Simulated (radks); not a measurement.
Ionisation of neutral fluorine, [He] 2s2 2p5, to [He] 2s2 2p4 as the strength of local exchange is varied. Method: non-relativistic Kohn-Sham, Slater X-alpha exchange (alpha = 2/3 is LDA exchange), no correlation, spin-unpolarised, spherical densities, point nucleus; computed with a radial shooting solver on a logarithmic mesh with Libxc functionals.

| alpha | E(F) (hartree) | exchange (hartree) | IE (eV) | -e of the level emptied (eV) | <r> of it (bohr) |
|---|---|---|---|---|---|
| 0.575 | -97.23278 | -7.63332 | 16.411 | 8.515 (2p) | 1.147 |
| 0.591 | -97.44540 | -7.86131 | 16.692 | 8.749 (2p) | 1.141 |
| 0.667 | -98.46108 | -8.95562 | 18.056 | 9.897 (2p) | 1.116 |
| 0.722 | -99.20203 | -9.75920 | 19.075 | 10.764 (2p) | 1.099 |
| 0.793 | -100.16586 | -10.81095 | 20.428 | 11.926 (2p) | 1.077 |
| 0.797 | -100.22040 | -10.87068 | 20.505 | 11.993 (2p) | 1.076 |
| 0.856 | -101.02797 | -11.75775 | 21.664 | 12.998 (2p) | 1.059 |
| ? | -102.71582 | -13.62736 | 24.151 | 15.178 (2p) | 1.027 |

Which alpha was used in the last row?

Answer. alpha = 0.978. NIST Atomic Spectra Database: 17.423 eV (measured). The Delta-SCF value meets it near alpha = 0.63. Spin polarisation and multiplet splitting are left out, so open shells lie too high by an amount that depends on their filling.

Beside tabulated values, note that spin-unpolarised runs miss the spin-polarisation part of the exchange energy of open shells.
